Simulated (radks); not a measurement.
Species: I XXXIV. Configuration: [Ne] 3s2 3p5.75 3d2 4d0.25 (fractional occupations, a model configuration). Calculated with a radial shooting solver on a logarithmic mesh with Libxc functionals: Dirac Kohn-Sham, PBE, spin-unpolarised, spherical densities, point nucleus; open shells are shared between the two j in proportion to 2j + 1. Some entries of the table are withheld. Estimate them.

| orbital | occ. | eigenvalue (Ry) | <r> (bohr) |
|---|---|---|---|
| 1s1/2 | 2 | -2545.504 | (1) |
| 2s1/2 | 2 | -494.1547 | 0.1158 |
| 2p1/2 | 2 | -472.0759 | 0.09765 |
| 2p3/2 | 4 | -449.8136 | 0.1032 |
| 3s1/2 | 2 | -177.5781 | 0.2907 |
| 3p1/2 | 1.91667 | (2) | (3) |
| 3p3/2 | 3.83333 | (4) | (5) |
| 3d3/2 | 0.8 | -150.9044 | 0.2515 |
| 3d5/2 | 1.2 | -149.7275 | 0.2543 |
| 4d3/2 | 0.1 | (6) | 0.5487 |
| 4d5/2 | 0.15 | (7) | 0.5522 |

Answer. 
(1) 1s1/2 <r> (bohr): 0.02722
(2) 3p1/2 eigenvalue (Ry): -169.1580
(3) 3p1/2 <r> (bohr): 0.2777
(4) 3p3/2 eigenvalue (Ry): -164.0430
(5) 3p3/2 <r> (bohr): 0.2867
(6) 4d3/2 eigenvalue (Ry): -78.80018
(7) 4d5/2 eigenvalue (Ry): -78.37820
